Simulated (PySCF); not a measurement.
SiEt3I, C6H15ISi.
Geometry (PBE0-D3(BJ)/def2-SVP, Å), atoms numbered from 1 in this order:
```xyz
23
C6H15ISi angstrom
Si    -0.1156   -0.2027   -0.0810
C      0.0788   -0.3843    1.7813
C     -1.2205   -0.4854    2.5728
H      0.6722    0.4887    2.1132
H      0.7144   -1.2671    1.9656
H     -1.0301   -0.6090    3.6502
H     -1.8429    0.4152    2.4523
H     -1.8219   -1.3465    2.2410
C      1.5515   -0.0853   -0.9452
C      2.5304   -1.2166   -0.6505
H      1.9809    0.8910   -0.6499
H      1.3591   -0.0130   -2.0292
H      3.4761   -1.0871   -1.1994
H      2.7790   -1.2734    0.4209
H      2.1087   -2.1915   -0.9412
C     -1.2268    1.2504   -0.5220
C     -1.4426    1.4884   -2.0125
H     -0.7695    2.1386   -0.0460
H     -2.1924    1.0987   -0.0105
H     -2.1152    2.3411   -2.1937
H     -0.4960    1.7025   -2.5333
H     -1.8894    0.6050   -2.4948
I     -1.2308   -2.2680   -0.9100
```

Computed with PySCF, TDDFT CAM-B3LYP/def2-SVPD, vertical, gas phase, core orbitals frozen in the response, def2 core potentials past Kr. Spin–orbit coupling is left out.

Transition dipole moments from the ground state, in atomic units and in the frame of the coordinates above (overall signs are arbitrary), for the states with f of 0.002 or more among the lowest 8:

```tsv
state	E (hartree)	μx	μy	μz
S1	0.2198	0.324	-0.125	-0.125
S2	0.2198	-0.063	0.165	-0.324
S3	0.2593	0.591	-0.195	-0.307
S4	0.2593	-0.190	0.333	-0.579
S5	0.2755	-0.032	0.063	-0.115
S6	0.2755	0.118	-0.037	-0.053
S7	0.2774	-0.117	-0.216	-0.086
S8	0.2786	0.367	0.683	0.274
```

Q: Work out the oscillator strengths.

A: f = (2/3) ΔE |μ|² with ΔE in hartree (27.2114 eV).

```csv
state,|μ|² (au),|μ| (D),f
S1,0.136,0.94,0.020
S2,0.136,0.94,0.020
S3,0.482,1.76,0.083
S4,0.482,1.76,0.083
S5,0.018,0.34,0.003
S6,0.018,0.34,0.003
S7,0.068,0.66,0.013
S8,0.676,2.09,0.126
```

Q: What is the point group, and which symmetry does each of these states have?

A: C3. The ground state is totally symmetric, so the direction of μ fixes the label. Polarised along the main axis, so A: S7 and S8. Polarised across the main axis, so E: S1, S2, S3, S4, S5 and S6.

Q: Which bond between heavy atoms lies closest to the direction of the S8 transition dipole?

A: Si1–I23, at 0° from it; next Si1–C16, Si1–C2 and Si1–C9 at 73°.

Q: What angle do the transition dipoles of S7 and S8 make?

A: |cos θ| = |μa·μb| / (|μa| |μb|) = 1.00, so θ ≈ 0° (taken between 0 and 90°, since the signs are arbitrary).

Q: What peak molar absorption coefficient would the strongest computed level give as a lone Gaussian band 0.3 eV wide at half height?

A: ε(max) = 2.175×10⁸ f / FWHM, with the width in cm⁻¹. S3/S4 (f summed): 2.175×10⁸ × 0.1666 / 2420 ≈ 15000 L mol⁻¹ cm⁻¹.

S1/S2, S3/S4 and S5/S6 coincide within about 0.01 eV; within a degenerate level the directions of the single components are arbitrary.

One conformer stands for the species.

Without π bonds the low states may be Rydberg-like; a valence basis with one diffuse set may place them up to an eV too high.
